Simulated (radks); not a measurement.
Q: V VI, configuration [Ar]. Method: scalar-relativistic Kohn-Sham, LDA (Slater exchange, Perdew-Wang correlation), spin-polarised, spherical densities, finite nucleus; Fermi nuclear charge, rms radius 3.6002 fm; computed with a radial shooting solver on a logarithmic mesh with Libxc functionals. Some entries of the table are withheld. Estimate them.

orbital,occ.,eigenvalue (eV),r(max) (bohr)
1s,2,-5431.060,0.04358
2s,2,-683.4644,0.2562
2p,6,-585.0273,0.2082
3s,2,(1),0.8031
3p,6,(2),(3)

A: 
(1) 3s eigenvalue (eV): -144.3145
(2) 3p eigenvalue (eV): -117.4103
(3) 3p r(max) (bohr): 0.8168
